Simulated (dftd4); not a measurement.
C2H9AlO4Si, charge -1, doublet, at a GFN2-xTB geometry (such geometries of metal compounds can be far from the true shape) (a state made from the parent by changing its charge; the spin is typed, not shown lowest); dftd4 with D4 for revpbe.

dftd4 was given this input:
```
$ dftd4 mol.xyz --func revpbe --charge -1 --json dftd4.json --noedisp

# file mol.xyz
17

Al     0.29613628     1.34072167     1.48692641
C      0.99004365     2.79075700     0.12517843
H      2.02391253     2.59397359    -0.19474507
H      1.00821819     3.78866880     0.58317301
H      0.40749925     2.90014008    -0.80194805
C     -1.74288661     1.79575097     1.73977412
H     -2.32623864     1.95775478     0.82118841
H     -1.85655222     2.71569170     2.32885522
H     -2.27992104     1.01735300     2.30059904
O      0.30148160    -0.16025264     0.51868904
Si     0.09182957    -1.17809388    -0.68161485
O      0.89375051    -2.60211315    -0.51028021
O      0.65366512    -0.58605129    -2.10604036
O     -1.49211149    -1.61032325    -0.84943880
H      0.57829560    -3.13814135     0.21021391
H      1.05873673     0.26984134    -1.99235366
H     -2.08656454    -0.89047483    -0.65557083
```

Output, abridged:

```
                    ____  _____ _____     ____  _  _
      -------------|  _ \|  ___|_   _|---|  _ \| || |------------
     |             | | | | |_    | | ___ | | | | || |_           |
     |             | |_| |  _|   | ||___|| |_| |__   _|          |
     |             |____/|_|     |_|     |____/   |_|            |
     |             ===================================           |
     |            E. Caldeweyher, S. Ehlert & S. Grimme          |
     |          Mulliken Center for Theoretical Chemistry        |
     |                    University of Bonn                     |
      -----------------------------------------------------------

Rational (Becke-Johnson) damping: revpbe-D4-ATM
---------------------
  s6         1.0000
  s8         1.7468
  s9         1.0000
  a1         0.5363
  a2         3.0726
 alp        16.0000
--------------------

Dispersion energy:      -4.5795399748631E-02 Eh

[Info] JSON dump of results written to 'dftd4.json'
```
